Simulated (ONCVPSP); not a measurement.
**What the settings do to the ONCV potential of technetium**

Base potential:

technetium, optimised norm-conserving Vanderbilt (ONCV), made with ONCVPSP 4.0.1 (Wu-Cohen, scalar-relativistic). Core [Ar] 3d10, reference 4s2 4p6 4d5 5s1.75 5p0.25. Waves: 4s+5s: rc 1.70 bohr, ncon 4, nbas 8, qcut 9.2 1/bohr, 2 projectors; 4p+5p: rc 2.30 bohr, ncon 4, nbas 8, qcut 6.6 1/bohr, 3 projectors, debl 1.8 Ha; 4d: rc 1.85 bohr, ncon 3, nbas 8, qcut 7.2 1/bohr, 1 projector. Local part: polynomial inside 1.35 bohr (lpopt 5, dvloc0 3 Ha). Core correction: Teter function, fcfact 4.25, rcfact 1.1.

Cutoffs, loose and tight: the cutoffs (Ha) at which the residual kinetic energy of the hardest occupied pseudo-wave falls to 1 and 0.1 mHa per electron. They do not see the model core or the augmentation charge, which bear on the density cutoff. Test errors are all-electron minus pseudo excitation energies from the reference, over the configurations 4s2 4p6 4d5 5s2 5p0; 4s2 4p6 4d5 5s1 5p0; 4s2 4p6 4d5 5s0 5p0; 4s2 4p6 4d5 5s1 5p1. A dash means not determined; rows that change the core or the reference have their own tests.

| change | outcome | cutoff, loose | cutoff, tight | bound ghosts | GHOST(+) flags above zero | largest test error (meV) |
| --- | --- | --- | --- | --- | --- | --- |
| base | generated | 24 Ha | 29 Ha | none | none | -4.5 |
| core correction Teter function, fcfact 4.25, rcfact 0.98 | generated | 24 Ha | 29 Ha | none | none | -4.5 |
| core correction Teter function, fcfact 4.25, rcfact 1.12 | generated | 24 Ha | 29 Ha | none | none | -4.5 |
| core correction Teter function, fcfact 4.25, rcfact 1.3 | generated | 24 Ha | 29 Ha | none | none | -4.5 |
| core correction Teter function, fcfact 4.25, rcfact 1.46 | generated | 24 Ha | 29 Ha | none | none | -4.8 |
| core correction Teter function, fcfact 4.25, rcfact 1.58 | generated | 24 Ha | 29 Ha | none | none | -5.3 |
| core correction Teter function, fcfact 4.25, rcfact 1.68 | generated | 24 Ha | 29 Ha | none | none | -5.8 |
| core correction Teter function, fcfact 4.25, rcfact 1.88 | generated | 24 Ha | 29 Ha | none | none | -6.8 |
| core correction Teter function, fcfact 4.25, rcfact 2.02 | generated | 24 Ha | 29 Ha | none | none | -5.9 |

Reading the sweep of the rcfact (base included, trends over the rows without a ghost): The loose cutoff stays near 24 Ha. The median size of the test errors (rows with all tests solved) stays near 0.9 meV.
